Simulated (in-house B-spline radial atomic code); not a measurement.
Inner levels of tungsten as electrons are removed. A shift is the extra binding of the orbital against the neutral atom ([Xe] 4f14 5d4 6s2). Computed with a B-spline radial code for spherical atoms: non-relativistic Hartree-Fock, average of the configuration, point nuclei.

This level leaves out relativity, spin-orbit splitting included, which matters for heavy ions.

```
 ion      configuration  shift of 3s (eV)  shift of 2s (eV)  shift of 1s (eV)  radius of 3s (bohr)  radius of 2s (bohr)  radius of 1s (bohr)  Σ<r²> (bohr²)  change of density at nucleus (bohr⁻³)
W35+           [Kr] 4d3           1410.83            1454.1           1451.06              0.21637             0.086389             0.020471         3.1873                                 381.02
W36+           [Kr] 4d2           1476.16           1526.54           1525.11              0.21612             0.086375             0.020471         2.9514                                 430.78
W37+           [Kr] 4d1           1542.32           1600.07           1600.34              0.21586             0.086361             0.020471         2.7221                                 481.69
W38+  [Ar] 3d10 4s2 4p6                 ?                 ?                 ?                    ?                    ?                    ?              ?                                      ?
W39+  [Ar] 3d10 4s2 4p5           1675.02           1747.89           1755.79              0.21535             0.086328              0.02047          2.274                                  590.5
W40+  [Ar] 3d10 4s2 4p4                 ?                 ?                 ?                    ?                    ?                    ?              ?                                      ?
W41+  [Ar] 3d10 4s2 4p3           1808.34           1896.77           1916.89              0.21487             0.086291             0.020469          1.838                                 707.01
W42+  [Ar] 3d10 4s2 4p2           1875.92           1972.44           1998.93              0.21462             0.086271             0.020469         1.6268                                 766.83
W43+  [Ar] 3d10 4s2 4p1            1944.1           2048.92           2081.96              0.21436             0.086251             0.020468         1.4201                                 827.69
W44+      [Ar] 3d10 4s2                 ?                 ?                 ?                    ?                    ?                    ?              ?                                      ?
W45+      [Ar] 3d10 4s1           2079.74           2201.53           2247.71              0.21413             0.086226             0.020467         1.0159                                -152.87
W46+          [Ar] 3d10           2147.11           2277.56           2330.31              0.21396             0.086219             0.020467        0.81814                               -1222.05
W47+           [Ar] 3d9           2259.97           2430.21           2490.48              0.21288              0.08615             0.020467        0.77133                               -1102.14
W48+           [Ar] 3d8           2373.94           2584.78           2652.98              0.21181             0.086078             0.020467        0.72591                                -979.83
```

Fill in the row of W38+.

shift of 3s (eV): 1609.29; shift of 2s (eV): 1674.68; shift of 1s (eV): 1676.73; radius of 3s (bohr): 0.21559; radius of 2s (bohr): 0.086346; radius of 1s (bohr): 0.020471; Σ<r²> (bohr²): 2.4992; change of density at nucleus (bohr⁻³): 533.8.

Fill in the row of W40+.

shift of 3s (eV): 1741.37; shift of 2s (eV): 1821.92; shift of 1s (eV): 1835.85; radius of 3s (bohr): 0.21511; radius of 2s (bohr): 0.08631; radius of 1s (bohr): 0.02047; Σ<r²> (bohr²): 2.0537; change of density at nucleus (bohr⁻³): 648.23.

Fill in the row of W44+.

shift of 3s (eV): 2012.9; shift of 2s (eV): 2126.2; shift of 1s (eV): 2165.97; radius of 3s (bohr): 0.21411; radius of 2s (bohr): 0.086231; radius of 1s (bohr): 0.020468; Σ<r²> (bohr²): 1.2175; change of density at nucleus (bohr⁻³): 889.58.
